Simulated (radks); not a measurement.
Species: the selenium ion Se8+. Configuration: [Ar] 3d8.

All-electron calculation, scalar-relativistic Kohn-Sham, PBE, spin-unpolarised, spherical densities, point nucleus. Program: a radial shooting solver on a logarithmic mesh with Libxc functionals.

Energy parts (eV):
total: -65522.901
kinetic: 66879.835
electron-nucleus: -153766.792
Hartree: 23618.354
exchange-correlation: -2254.298

Orbitals (lengths in bohr, moments of r in powers of bohr; <r^-3> diverges for s and p1/2):
1s: occ. 2; eigenvalue (eV) -12670.75; <1/r> 34.56
2s: occ. 2; eigenvalue (eV) -1772.501; <1/r> 7.636
2p: occ. 6; eigenvalue (eV) -1579.096; <1/r> 7.477; <r^-3> 1228
3s: occ. 2; eigenvalue (eV) -367.7086; <1/r> 2.548
3p: occ. 6; eigenvalue (eV) -306.5487; <1/r> 2.411; <r^-3> 186.0
3d: occ. 8; eigenvalue (eV) -205.7816; <1/r> 2.173; <r^-3> 22.91

The highest occupied level is 3d at -205.78 eV. The density falls to 0.001 e/bohr^3 at r = 1.83 bohr. Summed over all electrons, <r^2> = 6.476 bohr^2, which gives a Langevin (diamagnetic) susceptibility term of -5.13 x 10^-6 cm^3/mol.
